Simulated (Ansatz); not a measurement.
Molecule: sum formula H4BPO2 (charge 0, singlet). 
Geometry from a B3LYP-D3(BJ)/def2-TZVP (Ansatz, a first-principles code) optimisation:
```xyz
8

O     -0.9983     1.3381     0.3178
B     -0.4900     0.0832     0.1146
O     -1.3400    -0.9763     0.1824
P      1.3505    -0.2649    -0.4092
H     -0.3561     2.0512     0.2737
H     -2.2486    -0.7129     0.3768
H      1.9496     0.6882     0.4541
H      1.5537    -1.3628     0.4590
```
Charge 0, spin multiplicity 1.

Property: vertical ionisation energy (to the doublet state of charge +1; each state is the SCF solution reached for its spin), in eV. Valence correlation only, unless marked. Open shells are spin-unrestricted. Spin-orbit coupling is left out. No relativistic terms. Basis-set limits of correlation are two-point, X^-3; Hartree-Fock from the larger set. [CCSD(T)-MP2]/basis is that difference in the basis named.

| level | program | vertical ionisation energy (eV) | minus last row |
|---|---|---|---|
| HF/aug-cc-pV(D+d)Z | Ansatz | 8.82 | -1.10 |
| HF/aug-cc-pV(Q+d)Z | Ansatz | 8.79 | -1.13 |
| SVWN5/def2-TZVPD | Ansatz | 9.76 | -0.16 |
| PBE/def2-TZVPD | Ansatz | 9.56 | -0.36 |
| r2SCAN/def2-TZVPD | Ansatz | 9.59 | -0.33 |
| B3LYP/def2-TZVPD | Ansatz | 9.75 | -0.17 |
| PBE0/def2-TZVPD | Ansatz | 9.69 | -0.23 |
| CAM-B3LYP/def2-TZVPD | Ansatz | 9.80 | -0.12 |
| wB97M-V/def2-TZVPD | Ansatz | 9.81 | -0.11 |
| MP2/aug-cc-pV(D+d)Z | Ansatz | 9.65 | -0.27 |
| MP2/aug-cc-pV(T+d)Z | Ansatz | 9.80 | -0.12 |
| RI-MP2/aug-cc-pV(T+d)Z | Ansatz | 9.80 | -0.12 |
| RI-MP2/aug-cc-pV(Q+d)Z | Ansatz | 9.86 | -0.06 |
| SCS-MP2/aug-cc-pV(D+d)Z | Ansatz | 9.64 | -0.28 |
| SCS-MP2/aug-cc-pV(T+d)Z | Ansatz | 9.81 | -0.11 |
| CCSD/aug-cc-pV(D+d)Z | Ansatz | 9.66 | -0.26 |
| CCSD/aug-cc-pV(T+d)Z | Ansatz | 9.79 | -0.13 |
| CCSD(T)/aug-cc-pV(D+d)Z | Ansatz | 9.68 | -0.24 |
| CCSD(T)/aug-cc-pV(T+d)Z | Ansatz | 9.83 | -0.09 |
| RI-MP2/CBS(aug-cc-pV(T+d)Z,aug-cc-pV(Q+d)Z)+[CCSD(T)-MP2]/aug-cc-pV(D+d)Z | Ansatz | 9.92 | 0.00 |
| RI-MP2/CBS(aug-cc-pV(T+d)Z,aug-cc-pV(Q+d)Z)+[CCSD(T)-MP2]/aug-cc-pV(T+d)Z | Ansatz | 9.92 | 0.00 |
